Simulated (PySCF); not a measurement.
Compound: C8H11P.
Bonds: C1–C2 (double), C2–P3, P3–C4, C4–C5 (double), C5–C6, C6–C7, C6–C8, C8–C9 (double), P3–C9. Hydrogens: H10, H11 on C1; H12 on C2; H13 on C4; H14 on C5; H15 on C6; H16, H17, H18 on C7; H19 on C8; H20 on C9.

A linear-response calculation (PySCF, def2-SVPD basis, gas phase, vertical, core orbitals frozen in the response) gave these numbers; the functional is withheld.

Orbital energies (eV): HOMO-3 -8.26, HOMO-2 -8.12, HOMO-1 -7.53, HOMO -6.15, LUMO -0.72, LUMO+1 0.05, LUMO+2 0.25.

```csv
state,E (eV),f,"main configurations (H = HOMO, L = LUMO)"
S1,4.23,0.0036,H→L (99%)
S2,5.20,0.021,H→L+2 (98%)
S3,5.34,0.153,"H→L+1 (83%), H-1→L (13%)"
S4,5.83,0.0041,H→L+3 (96%)
S5,6.15,0.531,"H-1→L (75%), H→L+1 (10%)"
S6,6.26,0.0014,H-3→L (95%)
```

Triplets, Tamm–Dancoff:

| state | E (eV) | λ (nm) | main configurations (H = HOMO, L = LUMO) |
| --- | --- | --- | --- |
| T1 | 3.63 | 341.9 | H→L (75%), H→L+2 (10%) |
| T2 | 3.92 | 316.6 | H→L+1 (57%), H-1→L (20%) |
| T3 | 4.19 | 295.8 | H-1→L (32%), H-2→L (31%), H-1→L+2 (10%) |
| T4 | 4.55 | 272.8 | H→L+2 (69%), H→L (18%) |

Vertical ionisation energy by ΔSCF with the same functional: 7.82 eV. Mean static polarisability: 124.0 au.

Question: Name the functional.
A. PBE
B. wB97X-D
C. PBE0
D. HF

Answer: C. PBE0 is a global hybrid with 25% exact exchange. In this run −ε(HOMO) = 6.15 eV differs from the ΔSCF value by -1.67 eV, and S1 differs from the orbital gap of 5.43 eV by -1.19 eV. The ratio −ε(HOMO)/IP is 0.79. Small neutral molecules mostly give 0.7 to 0.83 with PBE0, 0.5 to 0.7 with PBE, 0.89 to 0.99 with wB97X-D; Hartree–Fock can't fall below 1, since the ion's relaxation only lowers the ΔSCF value. The other options: PBE, a GGA without exact exchange; HF, time-dependent Hartree–Fock, 100% exact exchange; wB97X-D, range-separated, 22% exact exchange at short range and 100% at long range (ω = 0.2 bohr⁻¹).

Theory: TDDFT PBE0/def2-SVPD, vertical, gas phase, core orbitals frozen in the response (PySCF). One conformer (not necessarily the lowest) at the PBE0-D3(BJ)/def2-SVP geometry, without solvent, vibrations or thermal averaging.

Conformer computed: `[CH2:1]=[CH:2][P:3]1[CH:4]=[CH:5][CH:6]([CH3:7])[CH:8]=[CH:9]1`: C1–C2–P3–C4 129°.
